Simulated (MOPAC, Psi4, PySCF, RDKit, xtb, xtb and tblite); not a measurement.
Two geometries of H2Cl3FSi2, SMILES F[SiH2][Si](Cl)(Cl)Cl, singlet, relaxed at GFN2-xTB with one dihedral held; other torsions can differ between them too.

Structure A

```
8

F     -2.0132     0.0130     1.1156
Si    -1.2101    -0.0653    -0.2740
Si     1.0584     0.0741     0.1962
Cl     1.9432    -1.7554     0.1805
Cl     1.5201     0.9400     1.9690
Cl     1.9810     1.1662    -1.2532
H     -1.7219     1.0659    -1.0362
H     -1.6143    -1.3440    -0.8434
```

Structure B

```
8

F     -2.0067     0.1100     1.1223
Si    -1.2117    -0.0616    -0.2637
Si     1.0593     0.0599     0.1934
Cl     1.8123    -1.6813     0.9168
Cl     1.5831     1.5196     1.4985
Cl     2.0519     0.4395    -1.5441
H     -1.7056     1.0346    -1.0866
H     -1.6438    -1.3614    -0.7603
```

**Question.** Which is lower in energy at the level DF-MP2 (frozen core)/cc-pVTZ // GFN2-xTB (Psi4), and by how much?

**Answer.** B is lower, by 2.24 kJ/mol (dihedral F1–Si2–Si3–Cl4: 100° in A, 80° in B).

E(B) − E(A) in kJ/mol at the other levels, on the same two geometries: GFN2-xTB (xtb and tblite) -0.48; MMFF94 // GFN2-xTB (RDKit) -2.78; PBE0/def2-TZVP // GFN2-xTB (Psi4) -2.12; PBE0-D3(BJ)/def2-TZVP // GFN2-xTB (Psi4) -2.11; PBE/def2-TZVP // GFN2-xTB (Psi4) -2.17; PBE-D3(BJ)/def2-TZVP // GFN2-xTB (Psi4) -2.14; HF/cc-pVTZ // GFN2-xTB (Psi4) -2.21; UFF // GFN2-xTB (RDKit) -2.50; PM3, restricted, heats of formation // GFN2-xTB (MOPAC) -0.43; AM1, restricted, heats of formation // GFN2-xTB (MOPAC) -0.22; GFN1-xTB // GFN2-xTB (xtb) -1.61; restricted B3LYP/6-31G*, spherical d, density fitting // GFN2-xTB (PySCF) -2.63; restricted B3LYP/LANL2DZ, with its core potentials past Ne // GFN2-xTB (PySCF) -2.00; restricted Hartree-Fock/3-21G // GFN2-xTB (PySCF) -2.60; restricted Hartree-Fock/STO-3G // GFN2-xTB (PySCF) -0.54.

MMFF94 has few fitted parameters for silicon.
